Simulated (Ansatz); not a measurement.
`[OH][Ge]([F])([F])[Cl]` + HCl → `[OH][Ge]([F])([Cl])[Cl]` + H–F at 298.15 K and 1 bar (ligand exchange at a Ge–F bond).

Program: Ansatz. Geometries: PBE0-D4/def2-TZVP. ΔE: electronic, gas phase. CCSD(T)/CBS adds triple-zeta CCSD(T) − MP2 to the extrapolated MP2 energy (def2 sets, frozen cores). This one scheme is used for every species. For Ge outer-core shells are correlated without core-valence functions, which leaves a few kJ/mol of doubt a bond. Scalar relativity is left out up to krypton. One conformer a species, not always the lowest.

| species | CCSD(T)/CBS energy (Eh) | H − E (kJ/mol) | S (J/(mol·K)) |
| --- | --- | --- | --- |
| `[OH][Ge]([F])([F])[Cl]` | -2811.39975 | 72.7 | 349.8 |
| HCl | -460.38127 | 26.6 | 186.8 |
| `[OH][Ge]([F])([Cl])[Cl]` | -3171.38906 | 71.0 | 360.7 |
| H–F | -100.39570 | 33.5 | 173.6 |

H − E and S are ideal-gas, rigid-rotor, harmonic terms from PBE0-D4/def2-TZVP, for one conformer and one mirror image of each species. 1 Eh = 2625.50 kJ/mol, R = 8.31446 J/(mol·K).

By hand: ΔE, ΔH, ΔS and ΔG.

ΔE = (-3171.38906) + (-100.39570) − (-2811.39975) − (-460.38127) = -0.00374 Eh = -9.8 kJ/mol. Δ(H − E) = 71.0 + 33.5 − 72.7 − 26.6 = 5.2, so ΔH = -4.6 kJ/mol. ΔS = 360.7 + 173.6 − 349.8 − 186.8 = -2.3 J/(mol·K). ΔG = -4.6 − 298.15 × (-2.3)/1000 = -3.9 kJ/mol.

By hand: the equilibrium constant, and the temperature at which ΔG would vanish if ΔH and ΔS stayed fixed.

log₁₀ K = −ΔG/(RT ln 10) = 0.7. ΔG = 0 at ΔH/ΔS = 2000 K, though so small a ΔH makes that figure unsure.

The number of gas molecules stays the same, so ΔS is small and ΔH decides. The sign of ΔG lies within the doubt. A doubt of 5 kJ/mol in ΔE shifts log₁₀ K by 0.9 here. Other conformers and mirror images would add mixing entropy, several J/(mol·K) or more a flexible species. These are equilibria of isolated gas molecules and say nothing of rates. Largest T1 diagnostic: 0.012 (customary marks: 0.02 for closed shells, 0.045 for open ones).
